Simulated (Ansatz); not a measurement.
The same path of AlFH₆N₂O (11 atoms, charge 0, multiplicity 1) was run twice with different band settings.

The calculation used Ansatz, RKS PBE0/6-31G*.

Relaxed end points:

```xyz
11
Properties=species:S:1:pos:R:3
Al 0.116 0.713 -0.113
O -0.087 -0.072 1.729
H -0.966 -0.401 1.382
N 1.598 0.216 -0.969
H 1.656 -0.547 -1.628
H 2.513 0.611 -0.811
N -1.488 -0.134 -0.460
H -2.288 0.449 -0.683
H -1.512 -0.930 -1.088
F -0.026 2.298 0.409
H -0.276 0.655 2.343
```

```xyz
11
Properties=species:S:1:pos:R:3
Al 0.118 0.714 -0.111
O -0.089 -0.059 1.735
H -0.966 -0.389 1.386
N 1.602 0.196 -0.950
H 1.631 -0.484 -1.695
H 2.526 0.559 -0.772
N -1.482 -0.136 -0.461
H -1.497 -0.953 -1.062
H -2.286 0.434 -0.702
F -0.035 2.302 0.404
H -0.283 0.676 2.339
```

Common settings: movable images 5; climbing image yes; optimiser quadratic models (default); start path through a guess of the saddle point; force threshold 0.05 eV/Å; iteration limit 60; end points relaxed.

| run | spring |
| --- | --- |
| 1 | 5.0 eV/Å² |
| 2 | 0.5 eV/Å² |

(1) What does each run give, and how far can it be trusted?

Results:

(1) Run 1: converged after 13 iterations, highest image 0.216 eV above the first end. A vibrational analysis at the climbing image gives one clearly imaginary mode, 271i cm⁻¹: a first-order saddle point.
Run 2: converged after 13 iterations, highest image 0.215 eV above the first end. Another band between the same ends (5 images) ends at a top of the same energy, where a vibrational analysis finds 1 clearly imaginary mode.
